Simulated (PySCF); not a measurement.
PySCF input for AuH₆N₂, SMILES [NH3]->[Au][NH3+], charge +1, multiplicity 1, TDA-ωB97X/def2-SVPD. Geometry optimised at PBE0-D3(BJ)/def2-SVP. The spin state was assumed, not searched. The def2 effective core potentials stand for the cores of Au; spin–orbit coupling is left out.

```python
import numpy as np
from pyscf import gto, scf, dft, tdscf

mol = gto.M(
    atom='''
    Au   -0.00000000    0.00000000   -0.00000000
    N    -0.00000000   -0.00000000    2.06478510
    H    -0.45615794    0.83246419    2.44857037
    H    -0.49285616   -0.81127645    2.44857037
    H     0.94901411   -0.02118774    2.44857037
    N     0.00000000    0.00000000   -2.06478510
    H    -0.45615794   -0.83246419   -2.44857037
    H    -0.49285616    0.81127646   -2.44857037
    H     0.94901410    0.02118772   -2.44857037
    ''',
    basis='def2-SVPD',
    ecp={'Au': 'def2-svp'},
    charge=1,
    spin=0,
    symmetry=True,
    max_memory=1600,
    verbose=4,
)
mf = dft.RKS(mol, xc='wb97x').density_fit(auxbasis='def2-universal-jkfit')
mf.grids.level = 3
mf.conv_tol = 1e-9
mf.max_cycle = 100
mf.kernel()
mf.grids = dft.Grids(mol).set(level=1).build(with_non0tab=True)  # coarser grid for the response kernel
td = tdscf.TDA(mf)
td.singlet = True
td.nstates = 10
td.conv_tol = 1e-4
td.positive_eig_threshold = 1e-6
td.kernel(x0=td.get_init_guess(mf, 15))
td.analyze()
tt = tdscf.TDA(mf)
tt.singlet = False
tt.nstates = 4
tt.conv_tol = 1e-4
tt.positive_eig_threshold = 1e-6
tt.kernel(x0=tt.get_init_guess(mf, 9))
tt.analyze(verbose=3)
```

It prints:

```
PySCF version 2.14.0

[INPUT] verbose = 4
[INPUT] num. atoms = 9
[INPUT] num. electrons = 38
[INPUT] charge = 1
[INPUT] spin (= nelec alpha-beta = 2S) = 0
[INPUT] symmetry True subgroup None
[INPUT] Mole.unit = angstrom
[INPUT] Symbol           X                Y                Z      unit          X                Y                Z       unit  Magmom
[INPUT]  1 Au     0.000000000000   0.000000000000   0.000000000000 AA    0.000000000000   0.000000000000   0.000000000000 Bohr   0.0
[INPUT]  2 N      0.000000000000   0.000000000000   2.064785100000 AA    0.000000000000   0.000000000000   3.901878345083 Bohr   0.0
[INPUT]  3 H     -0.456157940000   0.832464190000   2.448570370000 AA   -0.862013576146   1.573129327608   4.627127396025 Bohr   0.0
[INPUT]  4 H     -0.492856160000  -0.811276450000   2.448570370000 AA   -0.931363161205  -1.533090301809   4.627127396025 Bohr   0.0
[INPUT]  5 H      0.949014110000  -0.021187740000   2.448570370000 AA    1.793376756248  -0.040039025798   4.627127396025 Bohr   0.0
[INPUT]  6 N      0.000000000000   0.000000000000  -2.064785100000 AA    0.000000000000   0.000000000000  -3.901878345083 Bohr   0.0
[INPUT]  7 H     -0.456157940000  -0.832464190000  -2.448570370000 AA   -0.862013576146  -1.573129327608  -4.627127396025 Bohr   0.0
[INPUT]  8 H     -0.492856160000   0.811276460000  -2.448570370000 AA   -0.931363161205   1.533090320707  -4.627127396025 Bohr   0.0
[INPUT]  9 H      0.949014100000   0.021187720000  -2.448570370000 AA    1.793376737351   0.040038988004  -4.627127396025 Bohr   0.0

nuclear repulsion = 126.818387899661
point group symmetry = D3, use subgroup C2
symmetry origin: [ 1.90881427e-10 -1.90881429e-10  1.79429984e-17]
symmetry axis x: [ 2.21436806e-10  1.00000000e+00 -2.63410051e-10]
symmetry axis y: [2.63410411e-10 2.63410051e-10 1.00000000e+00]
symmetry axis z: [ 1.00000000e+00 -2.21436806e-10 -2.63410411e-10]
num. orbitals of irrep A = 63
num. orbitals of irrep B = 60
number of shells = 53
number of NR pGTOs = 180
number of NR cGTOs = 123
basis = def2-SVPD
ecp = {'Au': 'def2-svp'}


******** <class 'pyscf.df.df_jk.DFSymAdaptedRKS'> ********
method = DFSymAdaptedRKS
initial guess = minao
damping factor = 0
level_shift factor = 0
DIIS = <class 'pyscf.scf.diis.CDIIS'>
diis_start_cycle = 1
diis_space = 8
diis_damp = 0
SCF conv_tol = 1e-09
SCF conv_tol_grad = None
SCF max_cycles = 100
direct_scf = False
XC library pyscf.dft.libxc version 7.1.2
    S. Lehtola, C. Steigemann, M. J. T. Oliveira, and M. A. L. Marques,  SoftwareX 7, 1–5 (2018)
XC functionals = wb97x
    J.-D. Chai and M. Head-Gordon,  J. Chem. Phys. 128, 084106 (2008)
radial grids:
    Treutler-Ahlrichs [JCP 102, 346 (1995); DOI:10.1063/1.469408] (M4) radial grids

becke partition: Becke, JCP 88, 2547 (1988); DOI:10.1063/1.454033
pruning grids: <function nwchem_prune>
grids dens level: 3
symmetrized grids: True
atomic radii adjust function: <function treutler_atomic_radii_adjust>
small_rho_cutoff = 0
Freeze 0 electrons in irreps []
    38 free electrons in irreps A B
Set gradient conv threshold to 3.16228e-05
Initial guess from minao.
tot grids = 110960
******** <class 'pyscf.df.df.DF'> ********
auxbasis = def2-universal-jkfit
Create RSH-DF object <pyscf.df.df.DF object> for omega=0.3
******** <class 'pyscf.df.df.DF'> ********
auxbasis = auxmol.basis = def2-universal-jkfit
init E= -236.844369698489
HOMO (B) = -0.790025024479021  LUMO (A) = -0.49036822719353  gap/eV = 8.15408
cycle= 1 E= -247.88296695871  delta_E=  -11  |g|= 1.69  |ddm|= 12.4
HOMO (A) = -0.112959986466769  LUMO (B) = -0.0655526864083931  gap/eV = 1.29002
cycle= 2 E= -247.308656635588  delta_E= 0.574  |g|= 2.59  |ddm|= 5.99
HOMO (A) = -0.507239686987104  LUMO (A) = -0.113821614498914  gap/eV = 10.70545
cycle= 3 E= -248.609276687935  delta_E= -1.3  |g|= 0.0786  |ddm|= 2.55
HOMO (A) = -0.540001663082844  LUMO (A) = -0.0971591467712809  gap/eV = 12.05036
cycle= 4 E= -248.611983157652  delta_E= -0.00271  |g|= 0.0297  |ddm|= 0.698
HOMO (A) = -0.540636138697625  LUMO (A) = -0.094990199079481  gap/eV = 12.12664
cycle= 5 E= -248.612247955994  delta_E= -0.000265  |g|= 0.013  |ddm|= 0.0765
HOMO (A) = -0.541553479621271  LUMO (A) = -0.0961887166890776  gap/eV = 12.11899
cycle= 6 E= -248.612303039867  delta_E= -5.51e-05  |g|= 0.00324  |ddm|= 0.0324
HOMO (A) = -0.541449995027294  LUMO (A) = -0.096183076365314  gap/eV = 12.11633
cycle= 7 E= -248.612309485524  delta_E= -6.45e-06  |g|= 0.000957  |ddm|= 0.0133
HOMO (A) = -0.541263297275027  LUMO (A) = -0.0960948923626663  gap/eV = 12.11365
cycle= 8 E= -248.612310061866  delta_E= -5.76e-07  |g|= 0.000175  |ddm|= 0.00394
HOMO (A) = -0.541265418621922  LUMO (A) = -0.0960877872131327  gap/eV = 12.11390
cycle= 9 E= -248.612310097181  delta_E= -3.53e-08  |g|= 2.45e-05  |ddm|= 0.00101
HOMO (A) = -0.541266164813026  LUMO (A) = -0.0960890483759425  gap/eV = 12.11389
cycle= 10 E= -248.612310097897  delta_E= -7.16e-10  |g|= 5.57e-06  |ddm|= 0.000229
HOMO (A) = -0.541264933811666  LUMO (A) = -0.0960885700746879  gap/eV = 12.11387
Extra cycle  E= -248.612310097914  delta_E= -1.76e-11  |g|= 2.94e-06  |ddm|= 3.91e-05
converged SCF energy = -248.612310097914
tot grids = 34008
Overwritten attributes  positive_eig_threshold  of <class 'pyscf.tdscf.rks.TDA'>


******** <class 'pyscf.tdscf.rks.TDA'> for <class 'pyscf.df.df_jk.DFSymAdaptedRKS'> ********
nstates = 10 singlet
deg_eia_thresh = 1.000e-03
wfnsym = None
conv_tol = 0.0001
eigh lindep = 1e-12
eigh level_shift = 0
eigh max_cycle = 100


Excitation energies (eV)
[6.81083963 6.9933049  6.99342889 7.31985974 7.31996607 7.35853568
 7.35854748 7.75922143 7.75974995 8.0586829 ]

** Singlet excitation energies and oscillator strengths **
Excited State   1:    A      6.81084 eV    182.04 nm  f=0.0000
      19 -> 20       -0.67803
      19 -> 24        0.15757
Excited State   2:    A      6.99330 eV    177.29 nm  f=0.0000
      18 -> 20       -0.65918
      18 -> 24        0.23660
Excited State   3:    B      6.99343 eV    177.29 nm  f=0.0000
      17 -> 20        0.65918
      17 -> 24       -0.23660
Excited State   4:    A      7.31986 eV    169.38 nm  f=0.1119
      17 -> 21       -0.24433
      18 -> 22       -0.24428
      19 -> 22       -0.60171
Excited State   5:    B      7.31997 eV    169.38 nm  f=0.1119
      17 -> 22        0.24434
      18 -> 21       -0.24434
      19 -> 21        0.60168
Excited State   6:    A      7.35854 eV    168.49 nm  f=0.0000
      15 -> 20        0.66580
      15 -> 24       -0.21787
Excited State   7:    B      7.35855 eV    168.49 nm  f=0.0000
      16 -> 20        0.66580
      16 -> 24       -0.21787
Excited State   8:    B      7.75922 eV    159.79 nm  f=0.0000
      17 -> 22        0.49040
      18 -> 21        0.49045
Excited State   9:    A      7.75975 eV    159.78 nm  f=0.0000
      17 -> 21       -0.49040
      18 -> 22        0.49046
Excited State  10:    A      8.05868 eV    153.85 nm  f=0.0000
      15 -> 22        0.48941
      16 -> 21        0.48995

** Transition electric dipole moments (AU) **
state          X           Y           Z        Dip. S.      Osc.
  1         0.0002     -0.0000      0.0000      0.0000      0.0000
  2         0.0027      0.0000      0.0000      0.0000      0.0000
  3         0.0000      0.0029     -0.0000      0.0000      0.0000
  4         0.7899     -0.0000      0.0000      0.6240      0.1119
  5         0.0000     -0.7898      0.0000      0.6238      0.1119
  6         0.0000      0.0000      0.0000      0.0000      0.0000
  7        -0.0000     -0.0000      0.0000      0.0000      0.0000
  8         0.0000     -0.0000     -0.0008      0.0000      0.0000
  9        -0.0000     -0.0000     -0.0000      0.0000      0.0000
 10        -0.0056      0.0000     -0.0000      0.0000      0.0000

WARN: ECP detected. Skipping calculation of transition velocity and magnetic dipole moments, which have not yet been implemented.



******** <class 'pyscf.tdscf.rks.TDA'> for <class 'pyscf.df.df_jk.DFSymAdaptedRKS'> ********
nstates = 4 triplet
deg_eia_thresh = 1.000e-03
wfnsym = None
conv_tol = 0.0001
eigh lindep = 1e-12
eigh level_shift = 0
eigh max_cycle = 100


Excitation energies (eV)
[5.81887732 6.66642329 6.66657923 6.74376058]

** Triplet excitation energies and oscillator strengths **
Excited State   1:    A      5.81888 eV    213.07 nm  f=0.0000
Excited State   2:    A      6.66642 eV    185.98 nm  f=0.0000
Excited State   3:    B      6.66658 eV    185.98 nm  f=0.0000
Excited State   4:    A      6.74376 eV    183.85 nm  f=0.0000
```

Self-consistency was reached.

Cost: very roughly 50 core-seconds.
